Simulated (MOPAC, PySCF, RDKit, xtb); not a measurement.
Torsion H4–O1–Ge2–F3 in FGeH3O (SMILES [OH][GeH2][F]); at each angle all else is relaxed with GFN2-xTB, and the levels are single points there.
Geometry at 60° (charge 0, multiplicity 1):
| atom | x (Å) | y (Å) | z (Å) |
|---|---|---|---|
| O | 1.2307 | -0.0788 | -0.4765 |
| Ge | -0.4225 | -0.1527 | -0.0340 |
| F | -0.8204 | 1.4578 | 0.5089 |
| H | 1.8894 | 0.1642 | 0.1722 |
| H | -0.7029 | -1.0002 | 1.1689 |
| H | -1.1633 | -0.3616 | -1.3041 |

On the grid 0° to 330°, 180° is the highest and 60° the lowest point at MP2/CBS(cc-pVTZ, cc-pVQZ) + ΔCCSD(T)/cc-pVTZ.

Rows in LANL2DZ carry no dispersion term and start afresh at each structure. LANL2DZ brings its own core potentials from Na on. The state reached by PM3 isn't checked.

The values were computed with MOPAC for PM3 (differences of heats of formation); PySCF for LANL2DZ rows; RDKit for the force fields; xtb for the GFN methods. 

Question: One of these levels gives 8.9 kJ/mol for the energy at 180° less that at 60°. Name it.
A. UFF
B. B3LYP/LANL2DZ
C. GFN-FF
D. PM3

Answer: C, GFN-FF. The others give 5.7 (UFF), 12.5 (PM3), 17.8 (B3LYP/LANL2DZ)
